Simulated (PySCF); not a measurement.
## La(42+): ionisation energy

La(42+) [Ne] 3s2 3p3 [3p1/2^2 3p3/2^1, M_J = 3/2] → La(43+) [Ne] 3s2 3p2 [3p1/2^2, M_J = 0], as a difference of total energies. Computed with PySCF 2.14 in an even-tempered Gaussian basis (18 s from 9.4 bohr⁻², ratio 2.4; 14 p from 12 bohr⁻², ratio 2.4; 4 d from 44 bohr⁻², ratio 2.6; 4 f from 66 bohr⁻², ratio 2.6), with the two-component X2C-1e Hamiltonian. Correlated levels: 1s2 frozen; the 54 highest virtual spinors dropped. "Screened" scales the spin-orbit matrix elements by Boettger's factors to mimic the two-electron term; Breit and QED terms are absent.

| method | ionisation energy (eV) |
| --- | --- |
| GHF (spin-free) | 3267.8 |
| GMP2 (spin-free) | 3268.2 |
| GHF (screened spin-orbit) | 3224.1 |
| GMP2 (screened spin-orbit) | 3224.4 |

Breit and QED terms and the two-electron picture change are absent.

The spin-free rows relax to the high-spin LS determinant and lack the spin-orbit shift.

The labels give the starting determinants; with spin-orbit coupling the two ends relaxed to ⟨J²⟩ = 3.75, ⟨L²⟩ = 2.38, ⟨S²⟩ = 1.58 and ⟨J²⟩ = 0.00, ⟨L²⟩ = 1.34, ⟨S²⟩ = 1.34.

For comparison: 3222 ± 4 eV (theoretical estimate listed by NIST; NIST Atomic Spectra Database, ionization energies).
